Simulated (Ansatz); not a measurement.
`[SiH3]O[SiH3]` + `OBCl` → `OB([SiH3])Cl` + `O[SiH3]` at 500 K and 1 bar (formal exchange of groups at the Si–O bond).

Computed with Ansatz on PBE0-D4/def2-TZVP structures; ΔE is electronic, products minus reactants. CCSD(T)/CBS is the MP2 limit (def2-TZVPP, def2-QZVPP) plus CCSD(T) − MP2 in def2-TZVPP, frozen cores. This one scheme is used for every species. Each species was taken in one conformer, which may not be the lowest.

```json
{"species": "`[SiH3]O[SiH3]`", "CCSD(T)/CBS energy (Eh)": "-657.01000", "H − E (kJ/mol)": "183.5", "S (J/(mol·K))": "385.7"}
{"species": "`OBCl`", "CCSD(T)/CBS energy (Eh)": "-561.03999", "H − E (kJ/mol)": "100.1", "S (J/(mol·K))": "295.7"}
{"species": "`OB([SiH3])Cl`", "CCSD(T)/CBS energy (Eh)": "-851.31256", "H − E (kJ/mol)": "157.9", "S (J/(mol·K))": "383.9"}
{"species": "`O[SiH3]`", "CCSD(T)/CBS energy (Eh)": "-366.69042", "H − E (kJ/mol)": "127.5", "S (J/(mol·K))": "292.9"}
```

H − E and S are ideal-gas, rigid-rotor, harmonic terms from PBE0-D4/def2-TZVP, for one conformer and one mirror image of each species. 1 Eh = 2625.50 kJ/mol, R = 8.31446 J/(mol·K).

By hand: ΔE, ΔH, ΔS and ΔG.

ΔE = (-851.31256) + (-366.69042) − (-657.01000) − (-561.03999) = 0.04701 Eh = 123.4 kJ/mol. Δ(H − E) = 157.9 + 127.5 − 183.5 − 100.1 = 1.8, so ΔH = 125.2 kJ/mol. ΔS = 383.9 + 292.9 − 385.7 − 295.7 = -4.6 J/(mol·K). ΔG = 125.2 − 500 × (-4.6)/1000 = 127.5 kJ/mol.

By hand: the equilibrium constant, and the temperature at which ΔG would vanish if ΔH and ΔS stayed fixed.

log₁₀ K = −ΔG/(RT ln 10) = -13.3. ΔH and −TΔS have one sign here, so there is no such temperature. One of them is within its doubt of zero, so this could turn.

The number of gas molecules stays the same, so ΔS is small and ΔH decides. A doubt of 5 kJ/mol in ΔE shifts log₁₀ K by 0.5 here. Other conformers and mirror images would add mixing entropy, several J/(mol·K) or more a flexible species. Modes under 60 cm⁻¹, often nearly free rotors, make the harmonic entropy too high. These are equilibria of isolated gas molecules and say nothing of rates. Largest T1 diagnostic: 0.013 (customary marks: 0.02 for closed shells, 0.045 for open ones).
